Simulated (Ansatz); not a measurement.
**A relaxation, step by step**

Si2H6Cl3OF, singlet, PBE0-D4/def2-TZVP (Ansatz 0.2.0). Settings:

```yaml
hamiltonian: {xc: pbe0, dispersion: d4}
relax: {f_tol: 0.005, max_steps: 200}
```

Start, a step off a saddle point along its unstable mode:

```tsv
atom	x (Å)	y (Å)	z (Å)
Si1	-0.3017	0.4698	-1.0904
Si2	-0.8531	-1.3166	0.4366
Cl3	-0.5546	0.2042	-3.1196
Cl4	0.4461	2.4723	-0.6065
Cl5	-2.3569	1.0497	-0.7198
H6	2.0977	0.1730	1.0171
F7	1.3221	-0.0523	-1.1384
H8	0.6767	0.1940	1.0463
O9	1.2898	0.5876	1.3828
H10	-1.8674	-1.0635	1.4979
H11	0.2435	-2.1578	1.0611
H12	-1.3783	-2.0721	-0.7182
H13	1.2360	1.5116	0.9510
```

```
               step  energy less the last (meV)  largest force component (eV/Å)
                  1                      3034.4                          13.253
                  6                      1140.0                           0.824
                 11                       849.0                           1.223
                 16                       110.9                           0.618
                 21                        50.2                           0.115
26 (rejected trial)                        48.9                           0.264
                 31                        46.0                           0.027
36 (rejected trial)                        43.1                           0.263
                 41                        39.0                           0.062
46 (rejected trial)                        35.9                           0.358
                 51                        26.4                           0.084
                 56                        23.0                           0.066
                 61                        19.6                           0.324
                 66                         8.6                           0.261
71 (rejected trial)                         1.4                           0.222
                 76                         0.1                           0.004
                 79                         0.0                           0.004
```

Step 76, positions (Å) and forces (eV/Å):

```tsv
atom	x	y	z	Fx	Fy	Fz
Si1	-1.120	0.718	-0.540	-0.004	0.000	0.001
Si2	-1.565	-1.516	0.008	-0.002	0.002	-0.003
Cl3	0.362	0.920	-1.964	-0.001	0.001	0.000
Cl4	-0.561	1.864	1.072	0.003	0.000	0.000
Cl5	-2.782	1.610	-1.335	0.000	0.000	-0.001
H6	1.837	-0.375	0.667	0.001	0.000	0.000
F7	1.193	-1.077	0.765	0.002	0.001	0.001
H8	2.577	1.568	1.059	0.001	-0.004	-0.004
O9	2.749	0.891	0.398	-0.004	0.003	0.000
H10	-2.989	-1.731	-0.367	0.001	-0.001	0.000
H11	-1.400	-1.712	1.465	-0.001	-0.001	0.000
H12	-0.700	-2.404	-0.800	0.001	0.000	0.003
H13	2.398	1.244	-0.428	0.002	-0.001	0.004
```

Last step (79):

Si1  (-1.123, 0.721, -0.533)
Si2  (-1.563, -1.517, 0.004)
Cl3  (0.354, 0.927, -1.963)
Cl4  (-0.555, 1.862, 1.078)
Cl5  (-2.788, 1.616, -1.319)
H6  (1.834, -0.372, 0.678)
F7  (1.188, -1.070, 0.790)
H8  (2.587, 1.569, 1.042)
O9  (2.751, 0.885, 0.386)
H10  (-2.978, -1.741, -0.399)
H11  (-1.425, -1.712, 1.464)
H12  (-0.676, -2.400, -0.786)
H13  (2.394, 1.232, -0.441)
(Å)

The run took 2.5 min on 4 CPU threads of an AMD EPYC 7R13 and a share of one NVIDIA H100 (shared host), with 0.99 GiB of host memory at its peak.
